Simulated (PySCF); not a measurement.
Xe: ionisation energy

Xe [Xe] (1S) → Xe⁺ [Kr] 4d10 5s2 5p5 (2P), as a difference of total energies. All numbers are calculated (PySCF 2.14, a scalar-relativistic core potential, in def2-TZVPPD with the def2 core potential (28 electrons) (7s6p4d2f, 59 functions)). Correlated levels: valence: 4s2 4p6 4d10 frozen; valence and next inner shell: nothing frozen outside the core potential. The calculations carry no spin-orbit coupling.

```
                                method  ionisation energy (eV)
                                   UHF                  11.463
                                   LDA                  12.609
                                   PBE                  12.326
                                  PBE0                  12.390
                                r2SCAN                  12.421
                               r2SCANh                  12.429
                                 B97-3                  12.331
                                  TPSS                  12.369
                                  MN15                  12.174
                         MP2 (valence)                  12.252
                     SCS-MP2 (valence)                  12.181
    MP2 (valence and next inner shell)                  12.389
SCS-MP2 (valence and next inner shell)                  12.277
```

Problem. How much does correlation contribute at MP2 (valence and next inner shell)?

Solution. 12.389 − (11.463) = 0.926 eV, measured against UHF.

Errors of the correlated levels include the incompleteness of this basis and the frozen core.

For comparison: 12.565 eV (measured; NIST levels, between the centres of gravity of the two terms).
